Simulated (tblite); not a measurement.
F4Ti, charge -1, doublet, geometry from GFN2-xTB (such geometries of metal compounds can be far from the true shape) (the multiplicity is a formal guess); tblite 0.6.0 with GFN1-xTB.

Here is a job for tblite.
```
$ tblite run mol.xyz --method gfn1 --charge -1 --spin 1 --etemp 2000 --json tblite.json --no-restart

# file mol.xyz
5

Ti    -0.00000000    -0.00000000    -0.00000000
F      1.24118707     0.52094629    -1.19108730
F      1.05052930    -0.83865025     1.19317781
F     -1.25479205    -0.63428937    -1.11972909
F     -1.03692432     0.95199333     1.11763858
```

Question: What does tblite print? Leave out banner, timings and long lists.

Answer: 
```
xTB calculator
 | screened Coulomb repulsion
 | Coulomb electrostatics
 |  * isotropic Klopman-Ohno-Mataga-Nishimoto electrostatics
 |  * onsite third-order electrostatics
 | DFT-D3(BJ) dispersion correction

halogen bonding energy    0.0000000000000E+00 Eh
repulsion energy          1.6827226696910E-02 Eh
dispersion energy        -9.2023868671454E-04 Eh
number of electrons       3.3000000000000E+01 e
integral cutoff           3.9599309224301E+01 bohr

------------------------------------------------------------
  cycle        total energy    energy error   density error
------------------------------------------------------------
      1     -20.93053972510  -2.0946447E+01   8.0778009E-01
      2     -21.41962511078  -4.8908539E-01   6.2066939E-01
      3     -22.01641273524  -5.9678762E-01   3.8313460E-01
      4     -22.23439618225  -2.1798345E-01   9.5100660E-02
      5     -22.21426800163   2.0128181E-02   1.2304582E-01
      6     -22.27600257208  -6.1734570E-02   3.8546831E-02
      7     -22.27768910917  -1.6865371E-03   2.8583271E-02
      8     -22.28088095499  -3.1918458E-03   3.7789823E-03
      9     -22.28088402740  -3.0724141E-06   6.9304584E-04
     10     -22.28088440431  -3.7690676E-07   6.7363093E-05
     11     -22.28088442268  -1.8368567E-08   4.0317121E-06
------------------------------------------------------------

electronic energy        -2.2296791410686E+01 Eh
total energy             -2.2280884422676E+01 Eh

Post processing:
 | Mayer-Wiberg bond orders

[Info] JSON dump of results written to 'tblite.json'
```
